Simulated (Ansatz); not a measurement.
Geometry optimisation of `C[CH](C)[Zn][NH2]`.

```yaml
crystal:
  periodic: [false, false, false]
  atoms:
    - {symbol: C, position_ang: [-1.037950, 0.191360, 1.348710]}
    - {symbol: C, position_ang: [0.307820, 0.519250, 0.709640]}
    - {symbol: C, position_ang: [1.245070, -0.680850, 0.801670]}
    - {symbol: Zn, position_ang: [0.011720, 0.878690, -1.279570]}
    - {symbol: N, position_ang: [-0.475980, 0.051430, -2.900880]}
    - {symbol: H, position_ang: [-0.891560, -0.147240, 2.377680]}
    - {symbol: H, position_ang: [-1.688000, 1.064740, 1.372720]}
    - {symbol: H, position_ang: [-1.548330, -0.605250, 0.807770]}
    - {symbol: H, position_ang: [0.755870, 1.348290, 1.260580]}
    - {symbol: H, position_ang: [0.850970, -1.530400, 0.243730]}
    - {symbol: H, position_ang: [2.233930, -0.441930, 0.412830]}
    - {symbol: H, position_ang: [1.358270, -0.991370, 1.843680]}
    - {symbol: H, position_ang: [0.212160, 0.004950, -3.642710]}
    - {symbol: H, position_ang: [-1.333990, 0.338350, -3.355850]}
basis:
  gaussian: {orbitals: def2-TZVP}
hamiltonian: {xc: pbe0, dispersion: d4}
relax: {f_tol: 0.005, max_steps: 150}
```

```sh
$ ansatz run in.yaml --threads 4 --pin off --events-out ev --progress --plain --max-ram 11315MiB
```

It prints (some lines left out):

```
Functional definition: PBE0
mean field -53156.74552526 eV, -1953.4743671171 hartree, gradient 3.8e-5 eV, S^2 0.000000; 0 other end points of the search recorded, 0 dependent functions left out
relax step   1: F+E_penalty+E_count = -53156.96204385 eV  Δ(F+E_penalty+E_count) = +0.000e0 eV  max|allowed force component| = 1.027e0 eV/Å  Δτ_max = 0.0000 Å  (30 SCF iters, accepted)
mean field -53156.90408647 eV, -1953.4801941342 hartree, gradient 2.1e-5 eV, S^2 0.000000; 0 other end points of the search recorded, 0 dependent functions left out
relax step   2: F+E_penalty+E_count = -53157.11909451 eV  Δ(F+E_penalty+E_count) = -1.571e-1 eV  max|allowed force component| = 5.913e-1 eV/Å  Δτ_max = 0.1932 Å  (32 SCF iters, accepted)
mean field -53156.99971285 eV, -1953.4837083389 hartree, gradient 5.6e-6 eV, S^2 0.000000; 0 other end points of the search recorded, 0 dependent functions left out
relax step   3: F+E_penalty+E_count = -53157.21314806 eV  Δ(F+E_penalty+E_count) = -9.405e-2 eV  max|allowed force component| = 5.008e-1 eV/Å  Δτ_max = 0.1946 Å  (33 SCF iters, accepted)
mean field -53157.01292819 eV, -1953.4841939935 hartree, gradient 1.8e-5 eV, S^2 0.000000; 0 other end points of the search recorded, 0 dependent functions left out
relax step   4: F+E_penalty+E_count = -53157.22683678 eV  Δ(F+E_penalty+E_count) = -1.369e-2 eV  max|allowed force component| = 8.920e-1 eV/Å  Δτ_max = 0.1973 Å  (39 SCF iters, accepted)
mean field -53157.04985458 eV, -1953.4855510134 hartree, gradient 1.4e-5 eV, S^2 0.000000; 0 other end points of the search recorded, 0 dependent functions left out
relax step   5: F+E_penalty+E_count = -53157.26139684 eV  Δ(F+E_penalty+E_count) = -3.456e-2 eV  max|allowed force component| = 2.369e-1 eV/Å  Δτ_max = 0.1202 Å  (33 SCF iters, accepted)
mean field -53157.05567083 eV, -1953.4857647567 hartree, gradient 1.7e-5 eV, S^2 0.000000; 0 other end points of the search recorded, 0 dependent functions left out
relax step   6: F+E_penalty+E_count = -53157.26747189 eV  Δ(F+E_penalty+E_count) = -6.075e-3 eV  max|allowed force component| = 5.842e-2 eV/Å  Δτ_max = 0.0416 Å  (33 SCF iters, accepted)
mean field -53157.05600593 eV, -1953.4857770714 hartree, gradient 1.7e-5 eV, S^2 0.000000; 0 other end points of the search recorded, 0 dependent functions left out
relax step   7: F+E_penalty+E_count = -53157.26782162 eV  Δ(F+E_penalty+E_count) = -3.497e-4 eV  max|allowed force component| = 1.588e-2 eV/Å  Δτ_max = 0.0113 Å  (34 SCF iters, accepted)
mean field -53157.05606543 eV, -1953.4857792577 hartree, gradient 1.7e-5 eV, S^2 0.000000; 0 other end points of the search recorded, 0 dependent functions left out
relax step   8: F+E_penalty+E_count = -53157.26789894 eV  Δ(F+E_penalty+E_count) = -7.732e-5 eV  max|allowed force component| = 5.852e-3 eV/Å  Δτ_max = 0.0050 Å  (35 SCF iters, accepted)
mean field -53157.05607588 eV, -1953.4857796418 hartree, gradient 1.7e-5 eV, S^2 0.000000; 0 other end points of the search recorded, 0 dependent functions left out
relax step   9: F+E_penalty+E_count = -53157.26791340 eV  Δ(F+E_penalty+E_count) = -1.446e-5 eV  max|allowed force component| = 1.304e-3 eV/Å  Δτ_max = 0.0040 Å  (35 SCF iters, accepted)
mean field -53157.05608289 eV, -1953.4857798995 hartree, gradient 1.7e-5 eV, S^2 0.000000; 0 other end points of the search recorded, 0 dependent functions left out
relax step  10: F+E_penalty+E_count = -53157.26791902 eV  Δ(F+E_penalty+E_count) = -5.615e-6 eV  max|allowed force component| = 1.232e-3 eV/Å  Δτ_max = 0.0057 Å  (35 SCF iters, accepted)
mean field -53157.05608289 eV, -1953.4857798995 hartree, gradient 1.7e-5 eV, S^2 0.000000; 1 other end points of the search recorded, 0 dependent functions left out
Total energy: -53157.26795850 eV, -1953.4935661846 hartree
Atom 0 at    -1.031290     0.153011     1.397068 Å, force    -0.000429    -0.000046     0.000426 eV/Å
Atom 1 at     0.243661     0.322287     0.574491 Å, force     0.000661     0.001232    -0.000720 eV/Å
Atom 2 at     1.270359    -0.745647     0.942730 Å, force     0.000433    -0.000918     0.000991 eV/Å
Atom 3 at    -0.121199     0.363660    -1.343586 Å, force    -0.000354    -0.000243     0.000287 eV/Å
Atom 4 at    -0.487529     0.267992    -3.127802 Å, force     0.000374     0.000846     0.000400 eV/Å
Atom 5 at    -0.807541     0.165175     2.472293 Å, force    -0.000047    -0.000063    -0.000283 eV/Å
Atom 6 at    -1.760186     0.946123     1.209049 Å, force    -0.000096     0.000199    -0.000092 eV/Å
Atom 7 at    -1.525934    -0.800944     1.189048 Å, force     0.000072     0.000104     0.000012 eV/Å
Atom 8 at     0.673384     1.302020     0.817620 Å, force    -0.000420    -0.000545    -0.000216 eV/Å
Atom 9 at     0.912046    -1.752430     0.706536 Å, force     0.000118    -0.000066    -0.000005 eV/Å
Atom 10 at     2.222607    -0.608856     0.423012 Å, force     0.000097     0.000111    -0.000117 eV/Å
Atom 11 at     1.482599    -0.729579     2.020276 Å, force    -0.000097    -0.000052    -0.000412 eV/Å
Atom 12 at     0.255400     0.416203    -3.795110 Å, force    -0.000878     0.000067     0.000104 eV/Å
Atom 13 at    -1.326376     0.701005    -3.485624 Å, force     0.000566    -0.000626    -0.000375 eV/Å
Dipole moment:     0.043146     0.189855     0.017150 e Å
```

Hardware: 4 threads of an Arm Neoverse V1 on a shared host. Wall time 56 s, peak host memory 0.72 GiB.
